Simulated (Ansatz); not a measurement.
```yaml
crystal:
  periodic: [false, false, false]
  atoms:
    - {symbol: C, position_ang: [-0.565922, 1.693355, -0.504252]}
    - {symbol: S, position_ang: [-1.171645, 0.825334, 0.997187]}
    - {symbol: Ti, position_ang: [0.043326, -1.026242, 1.134352]}
    - {symbol: Cl, position_ang: [0.276864, -1.993649, 3.025557]}
    - {symbol: S, position_ang: [1.708261, -0.598179, -0.313583]}
    - {symbol: C, position_ang: [2.707472, 0.541260, 0.977083]}
    - {symbol: S, position_ang: [-0.894100, -2.561585, -0.503502]}
    - {symbol: C, position_ang: [-1.937967, -1.688681, -1.781248]}
    - {symbol: H, position_ang: [0.322728, 2.105152, -0.477073]}
    - {symbol: H, position_ang: [-0.960386, 1.450146, -1.367529]}
    - {symbol: H, position_ang: [-1.459772, 2.781258, -0.387820]}
    - {symbol: H, position_ang: [3.300401, 1.263845, 0.552859]}
    - {symbol: H, position_ang: [2.071771, 0.844074, 1.779732]}
    - {symbol: H, position_ang: [3.219175, -0.051740, 1.838285]}
    - {symbol: H, position_ang: [-2.473386, -0.915695, -1.124779]}
    - {symbol: H, position_ang: [-2.427277, -2.378513, -2.329668]}
    - {symbol: H, position_ang: [-1.172136, -0.717569, -2.075505]}
basis:
  gaussian: {orbitals: aug-cc-pVTZ}
magnetization: {spin_polarized: true, initial_magnetization: 0}
hamiltonian: {xc: {name: wB97M-V}}
relax: {f_tol: 0.001, max_steps: 2}
output: {forces: true}
```

```sh
$ ansatz run in.yaml --threads 4 --pin off --events-out ev --progress --plain --max-ram 66560MiB --backend cuda --devices 0, --max-vram 37GiB
```

(1) How does Ansatz answer? (An estimate is asked.)

Answers

(1) Ansatz gave: The calculation stopped without meeting its thresholds.
```
Functional definition: wB97M-V
3141 factors; their error is unknown
1134 factors; integrals over basis functions are off by at most 8.8e-7 eV
mean field evaluation 1: about -71391.9230 eV, gradient 4.1e1 eV
mean field evaluation 2: about -71359.1799 eV, gradient 1.2e2 eV
mean field evaluation 4: about -71399.8145 eV, gradient 9.0e0 eV
mean field evaluation 8: about -71400.1496 eV, gradient 2.3e-1 eV
mean field evaluation 16: about -71400.2135 eV, gradient 2.7e-3 eV
mean field -71400.21353717 eV, -2623.9094506880 hartree, gradient 3.6e-5 eV, S^2 0.000000; 1 other end points of the search recorded, 0 dependent functions left out
reference -71400.21364102 eV, -2623.9094545043 hartree; 57, 57 occupied and 581, 581 virtual orbitals, 3141 factors
relax step   1: F+E_penalty+E_count = -71400.21353717 eV  Δ(F+E_penalty+E_count) = +0.000e0 eV  max|allowed force component| = 7.249e0 eV/Å  Δτ_max = 0.0000 Å  (71 SCF iters, accepted)
3141 factors; their error is unknown
1134 factors; integrals over basis functions are off by at most 9.0e-7 eV
mean field -71404.02839148 eV, -2624.0496439980 hartree, gradient 1.1e-5 eV, S^2 0.000000; 0 other end points of the search recorded, 0 dependent functions left out
reference -71404.02849092 eV, -2624.0496476524 hartree; 57, 57 occupied and 581, 581 virtual orbitals, 3141 factors
relax step   2: F+E_penalty+E_count = -71404.02839148 eV  Δ(F+E_penalty+E_count) = -3.815e0 eV  max|allowed force component| = 2.819e0 eV/Å  Δτ_max = 0.1938 Å  (61 SCF iters, accepted)
Error: geometry relaxation did not converge after 2 steps: max|allowed force component| = 2.82e0 eV/Å (threshold 1.0e-3). Raise `relax.max_steps` over both its present limit and 2, loosen `relax.f_tol`, or start from a geometry closer to equilibrium. Where this run's directory can be resumed (`checkpoint.write`), a resume goes on for up to `relax.max_steps` more
```
